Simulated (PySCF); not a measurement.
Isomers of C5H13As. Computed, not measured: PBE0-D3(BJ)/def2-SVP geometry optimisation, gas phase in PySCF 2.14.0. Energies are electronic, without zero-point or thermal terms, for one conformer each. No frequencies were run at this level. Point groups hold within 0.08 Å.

**Question.** Order them by energy at this level, lowest first, and give relative energies in kcal/mol.
A. `[CH3:1][C:2]([CH3:3])([CH3:4])[CH2:5][AsH2:6]` with C2–C5–As6–H 180° and 88°
B. `C[AsH]C(C)(C)C`
C. `[CH3:1][CH:2]([CH3:3])[As:4]([CH3:5])[CH3:6]` with C1–C2–As4–C5 -69°

**Answer.** C (0.0), B (2.4), A (3.3).

As drawn, the highest has a quaternary carbon, which the lowest lacks. Neighbours under 2.5 kcal/mol apart (CC(C)[As](C)C and C[AsH]C(C)(C)C; C[AsH]C(C)(C)C and CC(C)(C)C[AsH2]) can change places with a better method, another conformer or zero-point energy.

```csv
SMILES,E (Eh),E rel (kcal/mol),dipole (D),point group,"A, B, C (MHz)"
CC(C)[As](C)C,-2433.31636,0.0,1.09,Cs,"3107, 1890, 1418"
C[AsH]C(C)(C)C,-2433.31258,2.4,1.11,C1,"3185, 1700, 1497"
CC(C)(C)C[AsH2],-2433.31111,3.3,1.10,–,"4269, 1119, 1117"
```

**Question.** As an exercise, what shares would exp(−E/RT) give at 500 K from these electronic energies alone (no entropy, no degeneracies)?

**Answer.** RT = 0.994 kcal/mol: CC(C)[As](C)C 88.6 %, C[AsH]C(C)(C)C 8.2 %, CC(C)(C)C[AsH2] 3.2 %.
